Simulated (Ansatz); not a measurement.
All numbers were calculated with Ansatz.

C2H9AlSSi, SMILES `CC[SiH]([AlH2])S` at its PBE0-D4/def2-TZVP geometry, where that method's forces vanish. The species carries charge 0 and has multiplicity 1.

```
atom    x (Å)    y (Å)    z (Å)
  C1   2.2524   0.4826  -0.4169
  C2   0.8108   0.4386  -0.9202
 Si3  -0.2762  -0.6432   0.1696
 Al4  -1.9446   0.1412   1.6986
  S5  -2.3900  -0.4355  -0.6983
  H6   2.8743   1.1149  -1.0552
  H7   2.7046  -0.5128  -0.4042
  H8   2.3105   0.8827   0.5986
  H9   0.7701   0.0608  -1.9463
 H10   0.3830   1.4460  -0.9360
 H11   0.0520  -2.0795  -0.0715
 H12  -2.0890   1.7169   1.8058
 H13  -2.7194  -0.9093   2.5981
 H14  -2.7385  -1.7035  -0.4220
```

Q: For each bond, give half the difference of the two atoms' forces along it (eV/Å; positive pushes the atoms apart) under PBE-D4, r2SCAN-D4, B3LYP-D4, ωB97M-V in def2-TZVPP. (Estimate.)

A: The calculation gave: 
| bond | length (Å) | PBE-D4 | r2SCAN-D4 | B3LYP-D4 | ωB97M-V |
| --- | --- | --- | --- | --- | --- |
| C1–C2 | 1.528 | 0.02 | 0.15 | 0.22 | 0.23 |
| C1–H6 | 1.093 | 0.11 | -0.04 | -0.08 | -0.10 |
| C1–H7 | 1.093 | 0.10 | -0.04 | -0.06 | -0.07 |
| C1–H8 | 1.093 | 0.10 | -0.04 | -0.06 | -0.07 |
| C2–Si3 | 1.881 | 0.04 | 0.00 | 0.04 | -0.01 |
| C2–H9 | 1.094 | 0.10 | -0.03 | -0.08 | -0.10 |
| C2–H10 | 1.095 | 0.10 | -0.03 | -0.08 | -0.07 |
| Si3–Al4 | 2.395 | -0.03 | 0.02 | 0.12 | 0.11 |
| Si3–S5 | 2.294 | 0.15 | 0.07 | 0.21 | 0.09 |
| Si3–H11 | 1.493 | 0.09 | -0.03 | -0.12 | -0.13 |
| Al4–S5 | 2.505 | 0.10 | 0.03 | 0.19 | 0.09 |
| Al4–H12 | 1.586 | 0.05 | -0.02 | -0.10 | -0.12 |
| Al4–H13 | 1.585 | 0.04 | -0.02 | -0.09 | -0.12 |
| S5–H14 | 1.344 | 0.24 | 0.00 | -0.04 | -0.09 |

B3LYP here is the variant with VWN-RPA as its local correlation; programs differ in this.
